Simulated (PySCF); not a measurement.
GeF2ClBr, SMILES [F][Ge]([F])([Cl])[Br].

Geometry optimised at PBE0-D3(BJ)/def2-SVP. This is a generated structure with no PubChem entry under its InChIKey; it may be hypothetical.

Two levels are set side by side: PBE/def2-TZVP (PySCF) and HF/def2-TZVP (PySCF). Same geometry, gas phase. Differences are taken from unrounded values.

```json
[
 {"quantity": "orbital gap (eV)", "PBE": "4.99"},
 {"quantity": "highest occupied level (eV)", "PBE": "-8.19"},
 {"quantity": "lowest empty level (eV)", "PBE": "-3.20"},
 {"quantity": "dipole moment (D)", "PBE": "1.39"},
 {"quantity": "mean polarisability (bohr³)", "PBE": "58.1"}
]
```

### Question
These are the PBE values. What does HF give? (Estimate from the structure and the level; the computed values follow.)

### Answer

```tsv
quantity	HF	PBE minus HF
orbital gap (eV)	14.50	-9.51
highest occupied level (eV)	-12.67	4.48
lowest empty level (eV)	1.83	-5.03
dipole moment (D)	1.63	-0.24
mean polarisability (bohr³)	50.8	7.3
```

Without exact exchange PBE keeps part of each electron's self-repulsion, which lifts occupied levels and narrows the gap. PBE's more diffuse valence density responds more strongly to a field. Differences between two approximate levels are no errors against the true value.

Rough cost on one machine, each run with all the roots and properties that it gave: HF against PBE about 1/2.
